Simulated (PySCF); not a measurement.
Adding and removing an electron: NaSr

ROHF-CCSD(T); basis Na def2-SVPD, Sr def2-SVPD with ECP28; scalar-relativistic core potentials; PySCF 2.14. Neutral (ROHF): doublet (σ ↑), Re = 3.957 Å, ωe = 73.3 cm⁻¹, De = 0.17 eV.

NaSr⁻ (RHF): singlet (closed shell), Re = 4.199 Å, ωe = 70.0 cm⁻¹, De = 0.54 eV to Na⁻ + Sr. The energies at the minima are -192.22972 hartree for NaSr and -192.25799 for NaSr⁻.

Work out the adiabatic electron affinity, without and with harmonic zero-point energies (1 hartree = 27.2114 eV, 1 eV = 8065.5 cm⁻¹), and the change of the bond length.

At CCSD(T): 0.02827 hartree = 0.769 eV between the minima; the zero-point term (73.3 − 70.0)/2 cm⁻¹ = +0.000 eV makes it 0.769 eV. Re changes by +24.2 pm against the neutral. The electron enters a σ orbital; the charge polarises the partner, so the anion is bound more strongly.

Correlated steps freeze 1 core orbital. Weak bonds: NaSr. Basis-set superposition, not corrected here, can be much of De in a small basis, most of all at correlated wavefunction levels. For an ion De counts to the pair picked by the measured ionisation energies or electron affinities, which need not be the lowest pair at this level. States were picked by a PBE0 search and need not be the measured ground states.
